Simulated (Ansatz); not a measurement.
Calibrating wB97M-V/def2-TZVPP on Al-containing radicals

The atomisation energy (no zero-point term) in kJ/mol of 7 Al-containing radicals: x at wB97M-V/def2-TZVPP, y at CCSD(T)/CBS estimate. Shapes, held fixed at every level: PBE0-D4/def2-TZVP. Flexible molecules stand in one conformer, not always the lowest. Programs: Ansatz 0.2.0.

| molecule | x (kJ/mol) | y (kJ/mol) |
| --- | --- | --- |
| AlS (SMILES [Al]=[S]) | 410 | 408 |
| AlHF (SMILES [F][AlH]) | 820 | 832 |
| AlH2O (SMILES [O][AlH2]) | 1007 | 1005 |
| AlF2 (SMILES [F][Al][F]) | 1111 | 1134 |
| Al(SH)2 | 1359 | 1352 |
| Al(CH3)(SH) | 2227 | ? |
| CH4AlO2 (SMILES C[O][Al][OH]) | 2958 | 2971 |

**Question.** Fit y = c + s·x to the known rows and predict y for Al(CH3)(SH).

**Answer.** 
1. Means of the 6 rows: x = 1277.50, y = 1283.7.
2. Σ(Δx)² = 3893478, Σ(Δx·Δy) = 3907710, so the slope is 3907710/3893478 = 1.0037.
3. Intercept: 1283.7 − (1.0037) × 1277.50 = 1.5. The largest residual of the fit is 17.
4. Al(CH3)(SH): 1.5 + 1.0037 × 2227 = 2237 kJ/mol.

CCSD(T)/CBS estimate gives 2221 kJ/mol, so the prediction is off by +16 kJ/mol, within the largest residual. Uncorrected, wB97M-V/def2-TZVPP misses Al(CH3)(SH) by +6 kJ/mol, and the other rows by 10 on average. The line makes this one worse. CH4AlO2 lies far out in x and weighs most in the slope. Left out in turn, the other rows are missed by 12 kJ/mol on average, worse than no correction. Open shells run unrestricted. The CBS estimate extrapolates MP2 from def2-TZVPP and def2-QZVPP and adds CCSD(T) − MP2 in the triple-zeta set, cores frozen.
